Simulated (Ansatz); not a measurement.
Consider the redistribution: `[SH][Ge][Cl]` + `CSB(C)C` → `C[S][Ge][SH]` + `CB(C)Cl`.

Computed with Ansatz on PBE0-D4/def2-TZVP structures; ΔE is electronic, products minus reactants. CCSD(T)/CBS adds triple-zeta CCSD(T) − MP2 to the extrapolated MP2 energy (def2 sets, frozen cores). For Ge outer-core shells are correlated without core-valence functions, which leaves a few kJ/mol of doubt a bond. Scalar relativity is left out up to krypton. One conformer a species, not always the lowest.

| level | ΔE (kJ/mol) |
| --- | --- |
| HF/def2-QZVPP | 11.0 |
| SCS-MP2/def2-QZVPP | 9.3 |

Question: What does CCSD(T)/CBS give? (An estimate is asked.)

Answer: Ansatz gave: +9.5 kJ/mol. The listed levels differ from it by 1.5, -0.2 kJ/mol.

Largest T1 diagnostic among the species: 0.014.
